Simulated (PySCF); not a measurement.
O, charge +1, quartet.

PySCF was given this input:
```python
from pyscf import gto, scf, dft

mol = gto.M(
    atom='''
O     0.00000000    0.00000000    0.00000000
''',
    basis='cc-pvtz',
    charge=1,
    spin=3,
    verbose=4,
)

mf = dft.UKS(mol)
mf.xc = 'wb97m_v'
mf.kernel()
```

What HOMO energy does WB97M-V/cc-pVTZ (PySCF) give?

-31.28 eV

Give the <S^2> at the level WB97M-V/cc-pVTZ.

3.753

Estimate the total energy that WB97M-V/cc-pVTZ returns for this input.

-74.5680 Eh

Give the number of basis functions at the level WB97M-V/cc-pVTZ.

30

These values belong to the state on which the SCF converged, which isn't shown to be the lowest.
